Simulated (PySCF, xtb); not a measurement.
F3GeHSe, SMILES [F][Ge]([F])([F])[SeH].

GFN2-xTB (xtb) at its own geometry gives an orbital gap of 3.59 eV and a dipole moment of 4.21 D.

The structure is a stationary point at B3LYP-D3(BJ)/def2-SVP. The structure was generated by enumeration, and PubChem lists no compound with its InChIKey, so it may never have been made. The values are those of a single conformer.

**Question.** What does CAM-B3LYP/def2-TZVP in PySCF give? (The exact figures need the calculation; the answer reports its results.)

**Answer.** gap 8.81 eV (levels -9.71 and -0.90 eV), dipole 3.03 D.
